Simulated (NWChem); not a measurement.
Molecule: HTeI; SMILES [TeH]I

Results from NWChem. Coordinates come from a PBE-D3(BJ)/def2-SVP optimisation. def2 effective core potentials on Te, I; no spin-orbit coupling.

For level B97-D/def2-TZVP:

| Property | Result |
|---|---|
| highest occupied level (eV) | -5.42 |
| orbital gap (eV) | 1.64 |

Task: What are these values for level B3LYP/def2-TZVP?

Result: 
| Quantity | Value |
|---|---|
| highest occupied level (eV) | -6.26 |
| orbital gap (eV) | 3.03 |
